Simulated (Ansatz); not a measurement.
Relaxation of C2H12Si3 (17 atoms, charge 0, multiplicity 1), to a largest force component of 0.02 eV/Å in at most 40 steps.

Method: Ansatz 0.2.0, UKS PBE-D4/STO-3G.

```xyz
17
Properties=species:S:1:pos:R:3
C 2.680 0.827 -0.577
C 1.136 0.834 -0.279
Si 0.181 -0.630 -0.986
Si -1.945 -0.458 -0.442
Si -2.141 -0.659 1.829
H 2.814 0.919 -1.670
H 3.172 -0.004 -0.180
H 3.126 1.780 -0.152
H 1.019 0.873 0.853
H 0.687 1.758 -0.639
H 0.772 -1.891 -0.400
H 0.398 -0.653 -2.433
H -2.611 0.868 -0.917
H -2.823 -1.544 -1.084
H -1.341 0.408 2.493
H -3.544 -0.493 2.328
H -1.599 -1.936 2.296
```

Problem. Where does it end, and by what steps?

Solution. The forces met the threshold. The force dipped under the threshold on the way, but the program's further checks kept it going. Limits of this set-up: minimal basis. After 7 steps the energy has fallen by 0.482 eV; H14 moved furthest, 0.20 Å.

| step | energy less start (eV) | largest force component (eV/Å) | accepted |
| --- | --- | --- | --- |
| 0 | 0.0000 | 3.907 | yes |
| 1 | -0.4438 | 0.540 | yes |
| 2 | -0.4714 | 0.211 | yes |
| 3 | -0.4799 | 0.032 | yes |
| 4 | -0.4816 | 0.022 | yes |
| 5 | -0.4800 | 0.164 | no |
| 6 | -0.4820 | 0.002 | yes |
| 7 | -0.4823 | 0.015 | yes |

```xyz
17
Properties=species:S:1:pos:R:3
C 2.696 0.850 -0.633
C 1.187 0.880 -0.254
Si 0.210 -0.568 -0.988
Si -1.957 -0.521 -0.361
Si -2.244 -0.637 1.871
H 2.832 0.893 -1.731
H 3.180 -0.076 -0.267
H 3.234 1.711 -0.191
H 1.094 0.874 0.850
H 0.749 1.837 -0.599
H 0.839 -1.810 -0.554
H 0.329 -0.517 -2.440
H -2.577 0.700 -0.858
H -2.669 -1.624 -0.994
H -1.520 0.428 2.550
H -3.648 -0.519 2.238
H -1.754 -1.902 2.400
```

Whether the end is a true minimum wasn't checked by a vibrational analysis.

Time of the run: 80 s on 1 thread of Arm Neoverse N1 (shared host), peak memory 0.16 GiB.
